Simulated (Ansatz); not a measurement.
A nudged elastic band was laid between two geometries of a periodic cell of 17 atoms, Be$_{16}$B (host Be, host structure hcp, interstitial B).

Level of theory: DFT PBEsol, scalar-relativistic, plane waves, PAW (Ansatz). Settings: cutoff 420 eV, k mesh 4x4x3, fermi-dirac smearing 0.15 eV, no spin polarisation.

```
movable images  : 5
climbing image  : yes
spring          : 5.0 eV/Å²
optimiser       : quadratic models (default)
start path      : IDPP
force threshold : 0.05 eV/Å
iteration limit : 34
end points      : relaxed
```

Image 0:

```xyz
17
Lattice="-2.2900 -3.9664 0.0000 3.4350 -1.9832 0.0000 0.0000 0.0000 7.1769" Properties=species:S:1:pos:R:3
Be -0.293 -3.851 -0.025
Be -0.028 -2.434 1.738
Be -0.109 -3.846 3.637
Be -0.058 -2.608 5.443
Be -1.449 -1.999 0.141
Be 2.331 -2.503 1.781
Be -1.164 -1.932 3.622
Be 2.183 -2.794 5.300
Be 1.587 -1.977 -0.111
Be 1.063 -0.434 1.742
Be 1.116 -1.957 3.528
Be 1.164 -0.742 5.276
Be 0.006 -0.859 -0.201
Be 1.022 -4.277 2.034
Be -0.081 0.107 3.687
Be 1.009 -4.880 5.755
B 3.200 -1.305 0.575
```

Image 6:

```xyz
17
Lattice="-2.2900 -3.9664 0.0000 3.4350 -1.9832 0.0000 0.0000 0.0000 7.1769" Properties=species:S:1:pos:R:3
Be -0.040 -4.105 -0.013
Be 0.015 -2.686 1.829
Be 0.115 -3.812 3.507
Be 0.314 -2.629 5.528
Be -1.117 -2.191 -0.057
Be 2.392 -2.754 1.851
Be -1.082 -2.016 3.651
Be 2.594 -2.759 5.358
Be 1.265 -2.326 0.243
Be 1.223 -0.758 1.892
Be 1.288 -1.729 3.958
Be 1.147 0.201 5.186
Be 0.081 -0.221 -0.049
Be 1.173 -4.647 1.736
Be -0.010 0.085 3.484
Be 0.710 -4.631 5.275
B 1.390 -1.339 -1.221
```

Task: What changes between the two ends?

Result: Contacts lost: Be2–Be11, Be5–B17, Be6–B17, Be10–B17, Be14–B17. Contacts made: Be3–Be16, Be4–B17, Be8–B17, Be11–B17, Be12–B17. The atom that moves furthest is B17, by 2.55 Å.

Task: What energy profile does the band end with?

Result: The run converged. The highest image is number 4 of 0 to 6, 0.92 eV above the ends, which have the same energy within 2 meV. The profile has 2 maxima (images 1, 4) with wells between them (image 3): this band takes more than one step, which may be the mechanism or a detour left from its start path. By the program's own check the climbing image is a first-order saddle point (lowest curvatures found: -2.18 and 0.22 eV/Å²). Limits of this set-up: coarse k mesh, odd electron count without spin.

```tsv
image	path coordinate (Å)	energy (eV)	Be2–Be11 (Å)	Be5–B17 (Å)	Be6–B17 (Å)
0	0.00	0.00	2.18	1.73	1.91
1	0.87	0.50	2.23	1.72	2.02
2	1.74	0.37	2.29	1.71	2.74
3	2.62	0.27	2.27	1.90	3.02
4	3.49	0.92	2.17	2.64	2.99
5	4.37	0.30	2.25	2.99	3.22
6	5.26	0.00	2.66	2.89	3.53
```

Task: What is the geometry of the highest image?

Result: 
```xyz
17
Lattice="-2.2900 -3.9664 0.0000 3.4350 -1.9832 0.0000 0.0000 0.0000 7.1769" Properties=species:S:1:pos:R:3:forces:R:3
Be -0.060 -3.790 0.165 0.00 0.00 0.00
Be -0.034 -2.643 1.896 0.00 0.00 0.00
Be 0.016 -3.913 3.560 0.00 0.00 0.00
Be 0.018 -2.495 5.449 0.00 0.00 0.00
Be -1.218 -2.090 0.029 0.00 0.00 0.00
Be 2.300 -2.711 1.869 0.00 0.00 0.00
Be -1.136 -1.970 3.593 0.00 0.00 0.00
Be 2.319 -2.669 5.311 0.00 0.00 0.00
Be 1.097 -2.148 0.228 0.00 0.00 0.00
Be 1.143 -0.673 1.883 0.00 0.00 0.00
Be 1.153 -1.983 3.592 0.00 0.00 0.00
Be 1.179 -0.526 5.241 0.00 0.00 0.01
Be 0.096 -0.258 0.066 0.00 0.01 0.01
Be 1.140 -4.645 1.816 0.00 0.00 0.00
Be 0.022 0.008 3.542 0.00 0.00 0.00
Be 1.157 -4.518 5.267 0.00 0.00 0.00
B 2.279 -1.283 -0.762 0.00 0.00 -0.02
```

The band took 23 iterations and roughly 21 core-minutes.

Time of the run: 21 min on 1 thread of Arm Neoverse V2, with other jobs on the host, peak memory 0.64 GiB.
